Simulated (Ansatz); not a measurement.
Which is lower?

The two ends of one reaction step of ZnAsH5O, closed shell (PBE0-D4/def2-TZVP).

A:

```
8
angstrom
Zn -0.3778 0.0636 0.1371
H 0.5973 -2.0401 -1.4143
O -1.5762 -1.1505 -0.3993
H 1.3210 -1.8474 -1.4350
As 1.3175 1.5714 0.7693
H -2.4851 -0.9985 -0.1358
H 0.4660 2.7468 0.3007
H 0.7373 1.6546 2.1775
```

B:

```json
{"atom": "Zn1", "x (Å)": "-0.6490", "y (Å)": "-1.2878", "z (Å)": "-0.9015"}
{"atom": "H2", "x (Å)": "0.0535", "y (Å)": "-2.2487", "z (Å)": "-1.8593"}
{"atom": "O3", "x (Å)": "-1.7720", "y (Å)": "-0.3381", "z (Å)": "0.1479"}
{"atom": "H4", "x (Å)": "2.5301", "y (Å)": "1.0764", "z (Å)": "0.2841"}
{"atom": "As5", "x (Å)": "1.0697", "y (Å)": "0.6639", "z (Å)": "0.2903"}
{"atom": "H6", "x (Å)": "-2.6933", "y (Å)": "-0.6009", "z (Å)": "0.1499"}
{"atom": "H7", "x (Å)": "0.5312", "y (Å)": "2.0617", "z (Å)": "0.0943"}
{"atom": "H8", "x (Å)": "0.9299", "y (Å)": "0.6735", "z (Å)": "1.7945"}
```

Computed with Ansatz 0.2.0 (basis: def2-TZVPP); correlated methods freeze the cores. The 3s and 3p shells of Cu and Zn are frozen; filled d shells are correlated. The def2 sets are not built for correlating such inner shells, so the correlated values are less sure here. B3LYP uses VWN-RPA correlation.

Problem. Which structure is lower at CCSD(T), and by how much? (Judge from chemistry; the value comes from the calculation.)

Solution. By the calculation: A, by 26.9 kJ/mol (electronic energy, against the other). By their contacts, A is a complex of ZnAsH₃O ([OH][Zn][AsH2]) + H₂ and B is ZnAsH₅O ([OH][ZnH][AsH3]).

All methods give the same order:

```json
{"method": "SPW92", "E(B) − E(A) (kJ/mol)": "19.4"}
{"method": "PBE-D4", "E(B) − E(A) (kJ/mol)": "34.3"}
{"method": "BLYP-D4", "E(B) − E(A) (kJ/mol)": "34.7"}
{"method": "r2SCAN-D4", "E(B) − E(A) (kJ/mol)": "30.1"}
{"method": "B97M-V", "E(B) − E(A) (kJ/mol)": "14.2"}
{"method": "PBE0-D4", "E(B) − E(A) (kJ/mol)": "30.6"}
{"method": "B3LYP-D4", "E(B) − E(A) (kJ/mol)": "30.9"}
{"method": "r2SCAN0-D4", "E(B) − E(A) (kJ/mol)": "29.1"}
{"method": "BHLYP-D4", "E(B) − E(A) (kJ/mol)": "25.5"}
{"method": "CAM-B3LYP-D4", "E(B) − E(A) (kJ/mol)": "22.8"}
{"method": "wB97X-V", "E(B) − E(A) (kJ/mol)": "23.8"}
{"method": "wB97M-V", "E(B) − E(A) (kJ/mol)": "27.7"}
{"method": "B2PLYP", "E(B) − E(A) (kJ/mol)": "33.1"}
{"method": "PBE-QIDH", "E(B) − E(A) (kJ/mol)": "30.0"}
{"method": "RPA on PBE", "E(B) − E(A) (kJ/mol)": "23.5"}
{"method": "HF", "E(B) − E(A) (kJ/mol)": "23.0"}
{"method": "MP2", "E(B) − E(A) (kJ/mol)": "34.9"}
{"method": "CCSD", "E(B) − E(A) (kJ/mol)": "24.8"}
{"method": "CCSD(T)", "E(B) − E(A) (kJ/mol)": "26.9"}
```

T1 diagnostic: at most 0.015.

Labels in which every atom is bracketed show which atoms are joined, not bond orders.

For scale, one of the runs: CCSD(T)/def2-TZVPP, 213 basis functions, launched by `ansatz run in.yaml --threads 8 --pin off --events-out ev --progress --plain --max-ram 19148MiB`. Hardware: 8 CPU threads of an Arm Neoverse V1, shared host. Wall time 64 s; peak host memory 3.1 GiB.
